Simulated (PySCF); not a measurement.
# Magnetic susceptibility: [C8H9F2]+, charge +1

Geometry:
```json
{"atom": "C1", "x (Å)": "2.467", "y (Å)": "1.391", "z (Å)": "0.566"}
{"atom": "C2", "x (Å)": "1.746", "y (Å)": "0.200", "z (Å)": "0.387"}
{"atom": "C3", "x (Å)": "1.065", "y (Å)": "-0.818", "z (Å)": "0.243"}
{"atom": "C4", "x (Å)": "0.699", "y (Å)": "-2.241", "z (Å)": "-0.056"}
{"atom": "C5", "x (Å)": "-0.402", "y (Å)": "-1.374", "z (Å)": "0.350"}
{"atom": "C6", "x (Å)": "-1.364", "y (Å)": "-0.820", "z (Å)": "-0.613"}
{"atom": "C7", "x (Å)": "-2.055", "y (Å)": "0.307", "z (Å)": "-0.447"}
{"atom": "C8", "x (Å)": "-1.869", "y (Å)": "1.256", "z (Å)": "0.708"}
{"atom": "F9", "x (Å)": "-1.707", "y (Å)": "0.609", "z (Å)": "1.885"}
{"atom": "F10", "x (Å)": "-0.708", "y (Å)": "1.957", "z (Å)": "0.527"}
{"atom": "H11", "x (Å)": "2.993", "y (Å)": "1.678", "z (Å)": "-0.347"}
{"atom": "H12", "x (Å)": "3.148", "y (Å)": "1.328", "z (Å)": "1.416"}
{"atom": "H13", "x (Å)": "1.733", "y (Å)": "2.181", "z (Å)": "0.774"}
{"atom": "H14", "x (Å)": "0.806", "y (Å)": "-2.515", "z (Å)": "-1.099"}
{"atom": "H15", "x (Å)": "1.107", "y (Å)": "-2.959", "z (Å)": "0.645"}
{"atom": "H16", "x (Å)": "-0.721", "y (Å)": "-1.389", "z (Å)": "1.389"}
{"atom": "H17", "x (Å)": "-1.505", "y (Å)": "-1.392", "z (Å)": "-1.521"}
{"atom": "H18", "x (Å)": "-2.754", "y (Å)": "0.634", "z (Å)": "-1.201"}
{"atom": "H19", "x (Å)": "-2.688", "y (Å)": "1.978", "z (Å)": "0.820"}
```

Total charge +1.

Level of theory: PySCF 2.14.0, GIAO PBE0/pcSseg-1 magnetisability, rotational g tensor and spin-rotation constants, non-relativistic, gas phase. Geometry: GFN2-xTB.

The bonding changed while the geometry was optimised; results refer to the coordinates, not to the name. For an ion the centre-of-mass motion in the field is neglected.

**Question.** How diamagnetic is it, and how anisotropic?

**Answer.** Isotropic -1331 × 10⁻³⁰ J/T², or -80.1 × 10⁻⁶ cm³/mol; principal values -1487, -1306, -1200 × 10⁻³⁰ J/T², anisotropy 252 × 10⁻³⁰ J/T² (root of half the summed squared differences of the principal values). The susceptibility is in cgs units.

**Question.** Split it along the inertial axes a, b, c into diamagnetic and paramagnetic parts about the centre of mass, with the quadrupole moment.

**Answer.** 
| axis | χ (10⁻⁶ cm³/mol) | diamagnetic (10⁻⁶ cm³/mol) | paramagnetic (10⁻⁶ cm³/mol) | summed x² of all electrons (Å²) | quadrupole Θ (D Å) |
| --- | --- | --- | --- | --- | --- |
| a | -76.2 | -841.1 | 764.9 | 202.5 | +12.87 |
| b | -82.8 | -1056.4 | 973.6 | 151.7 | +5.53 |
| c | -81.4 | -1502.8 | 1421.3 | 46.5 | -18.40 |

Anisotropies 2χaa − χbb − χcc = +11.8 and 2χbb − χaa − χcc = -7.9 × 10⁻⁶ cm³/mol. Θ is traceless in Buckingham's convention.

**Question.** And the rotational g tensor?

**Answer.** 
| axis | rotational constant (GHz) | g | nuclear part | electronic part |
| --- | --- | --- | --- | --- |
| a | 1.6062 | -0.0020 | 0.5752 | -0.5772 |
| b | 1.2040 | +0.0047 | 0.5554 | -0.5507 |
| c | 0.8297 | +0.0082 | 0.5622 | -0.5540 |

Asymmetric top; isotopes 12C, 19F, 1H; no vibrational averaging.
